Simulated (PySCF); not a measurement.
Ga (gallium, neutral) across methods

[Ar] 3d10 4s2 4p1, 2P determinant. Computed with PySCF 2.14 in aug-cc-pVQZ-PP with ECP10MDF (7s6p5d3f2g, 89 functions), with a scalar-relativistic core potential.

```json
{"method": "r2SCAN", "E (hartree)": "-259.3439", "mean ε 4s α (eV)": "-9.372", "mean ε 4s β (eV)": "-8.748", "mean ε 4p α (eV)": "-3.175", "Σ⟨r²⟩ (bohr²)": "38.73", "⟨S²⟩": "0.756"}
{"method": "LDA", "E (hartree)": "-259.0316", "mean ε 4s α (eV)": "-9.352", "mean ε 4s β (eV)": "-8.831", "mean ε 4p α (eV)": "-2.911", "Σ⟨r²⟩ (bohr²)": "39.31", "⟨S²⟩": "0.751"}
{"method": "PBE0", "E (hartree)": "-259.4147", "mean ε 4s α (eV)": "-10.147", "mean ε 4s β (eV)": "-9.338", "mean ε 4p α (eV)": "-3.749", "Σ⟨r²⟩ (bohr²)": "39.22", "⟨S²⟩": "0.754"}
{"method": "LC-wPBE", "E (hartree)": "-259.4889", "mean ε 4s α (eV)": "-12.990", "mean ε 4s β (eV)": "-11.873", "mean ε 4p α (eV)": "-6.033", "Σ⟨r²⟩ (bohr²)": "38.43", "⟨S²⟩": "0.757"}
{"method": "CAM-B3LYP", "E (hartree)": "-259.4253", "mean ε 4s α (eV)": "-11.622", "mean ε 4s β (eV)": "-10.804", "mean ε 4p α (eV)": "-4.755", "Σ⟨r²⟩ (bohr²)": "39.07", "⟨S²⟩": "0.753"}
{"method": "PBE", "E (hartree)": "-259.4595", "mean ε 4s α (eV)": "-9.077", "mean ε 4s β (eV)": "-8.503", "mean ε 4p α (eV)": "-2.924", "Σ⟨r²⟩ (bohr²)": "39.59", "⟨S²⟩": "0.752"}
{"method": "B97-3", "E (hartree)": "-259.4785", "mean ε 4s α (eV)": "-10.058", "mean ε 4s β (eV)": "-9.271", "mean ε 4p α (eV)": "-3.634", "Σ⟨r²⟩ (bohr²)": "39.25", "⟨S²⟩": "0.753"}
{"method": "BLYP", "E (hartree)": "-259.4356", "mean ε 4s α (eV)": "-9.001", "mean ε 4s β (eV)": "-8.563", "mean ε 4p α (eV)": "-2.718", "Σ⟨r²⟩ (bohr²)": "39.82", "⟨S²⟩": "0.752"}
{"method": "UHF", "E (hartree)": "-258.30323", "mean ε 4s α (eV)": "-12.658", "mean ε 4s β (eV)": "-10.991", "mean ε 4p α (eV)": "-5.827", "Σ⟨r²⟩ (bohr²)": "39.88", "⟨S²⟩": "0.763"}
```

Energies and moments cover only the electrons outside the core potential.
